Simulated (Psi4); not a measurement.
## MP2, SCS-MP2 and SOS-MP2 from spin components

System: C2H7Al, singlet, geometry from GFN2-xTB (such geometries of metal compounds can be far from the true shape). Level: MP2/6-31G (Psi4). Sums are taken with unrounded values, so a last digit can differ.

The Psi4 input:
```
memory 2 GB

molecule {
0 1
  Al    0.35298301   -0.09679108   -0.29438078
  C    -0.54675057   -1.67224407    0.52286895
  H    -0.14101575   -2.60677352    0.11529983
  H    -1.62818961   -1.69634184    0.34377780
  H    -0.42176746   -1.72806399    1.61066284
  C    -0.04540479    1.83461833   -0.02902321
  H     0.68048984    2.45884494   -0.56521044
  H    -0.00927651    2.14534959    1.02183624
  H    -1.03660266    2.12796203   -0.39441129
  H     1.52051514   -0.41693876   -1.26807926
}

set basis 6-31g

energy('mp2')
print_variables()
```

It gave an SCF energy of -321.661318 Eh, a same-spin correlation energy of -0.042160 Eh and an opposite-spin one of -0.185610 Eh.

### Question
Work out the MP2, SCS-MP2 (6/5 and 1/3) and SOS-MP2 (1.3 and 0) correlation and total energies.

### Answer
MP2: -0.185610 + (-0.042160) = -0.227771 Eh, total -321.889088 Eh, as the program printed. SCS-MP2: 1.2 × (-0.185610) + (-0.042160)/3 = -0.236786 Eh, total -321.898103 Eh. SOS-MP2: 1.3 × (-0.185610) = -0.241293 Eh, total -321.902611 Eh. Opposite spins carry 81 % of the MP2 correlation; same-spin pairs are already kept apart by exchange.
